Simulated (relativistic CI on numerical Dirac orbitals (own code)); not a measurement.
## Cd: calculation against measurement

Calculated at this level of theory: Dirac-Coulomb-Breit CI, KLI orbitals optimised for each configuration, model QED (radiative potential, 1s self-energy scaled to tabulated hydrogen-like ionisation energies), valence Slater integrals scaled by 0.85, P86 correlation energy added to each configuration (own radial code, finite nucleus).

Configurations in the expansion (outside the closed core [Kr] 4d10): 5s², 5s5p, 5s6s, 5s5d, 5p², 5s7s, 5s6p, 5s7p, 5s4f, 5s6d, 5s8s, 5s8p, 5s5g, 5s5f, 5s7d, 5s6g, 5d². Levels of other configurations are missing.

| Configuration | Term (tabulated) | J | Measured (cm⁻¹) | Computed | Error | Purity (%) |
| --- | --- | --- | --- | --- | --- | --- |
| 5s² | 1S | 0 | 0.0 | 0 | 0 | 96 |
| 5s5p | 3P° | 0 | 30114.0 | 25510 | -4604 | 100 |
| 5s5p | 3P° | 1 | 30656.1 | 26001 | -4655 | 99 |
| 5s5p | 3P° | 2 | 31827.0 | 26997 | -4830 | 99 |
| 5s5p | 1P° | 1 | 43692.4 | 41517 | -2175 | 87 |
| 5s6s | 3S | 1 | 51484.0 | 46467 | -5017 | 100 |
| 5s6s | 1S | 0 | 53310.1 | 48328 | -4982 | 99 |
| 5s5d | 1D | 2 | 59219.7 | 53631 | -5588 | 95 |
| 5s5d | 3D | 1 | 59485.8 | 54195 | -5291 | 100 |
| 5s5d | 3D | 2 | 59497.9 | 54201 | -5296 | 100 |
| 5s5d | 3D | 3 | 59516.0 | 54211 | -5305 | 100 |

Measured levels from NIST Handbook of Basic Atomic Spectroscopic Data (Sansonetti and Martin, J. Phys. Chem. Ref. Data 34, 1559 (2005)); pairs were made by configuration, J and term (by order where the table uses no LS term), so strongly mixed levels may be paired wrongly.

Mean error by configuration (cm⁻¹): 5s5p -4066; 5s6s -5000; 5s5d -5370. Over the excited levels the mean absolute error is 4774 cm⁻¹ (10 of the 10 excited levels that our extract of the source holds in range could be paired), and the median relative error of those above 1,000 cm⁻¹ is 9.4 %.

Transition probabilities of persistent lines. The last column rescales the computed rate by the cube of measured over computed energy:

```tsv
λ measured (Å)	Lower	Upper	A tabulated (s⁻¹)	A computed	A rescaled
2288.02 air	5s² ¹S0	5s5p ¹P°1	5.30e+08	6.44e+08	7.51e+08
3403.65 air	5s5p ³P°0	5s5d ³D1	7.70e+07	9.07e+07	9.74e+07
3466.20 air	5s5p ³P°1	5s5d ³D2	1.20e+08	1.21e+08	1.30e+08
3467.66 air	5s5p ³P°1	5s5d ³D1	6.70e+07	6.66e+07	7.12e+07
3610.51 air	5s5p ³P°2	5s5d ³D3	1.30e+08	1.57e+08	1.66e+08
3612.87 air	5s5p ³P°2	5s5d ³D2	3.50e+07	3.87e+07	4.07e+07
4678.15 air	5s5p ³P°0	5s6s ³S1	1.30e+07	1.58e+07	1.68e+07
4799.91 air	5s5p ³P°1	5s6s ³S1	4.10e+07	4.63e+07	4.88e+07
5085.82 air	5s5p ³P°2	5s6s ³S1	5.60e+07	7.30e+07	7.51e+07
6438.47 air	5s5p ¹P°1	5s5d ¹D2	5.90e+07	4.71e+07	9.93e+07
```
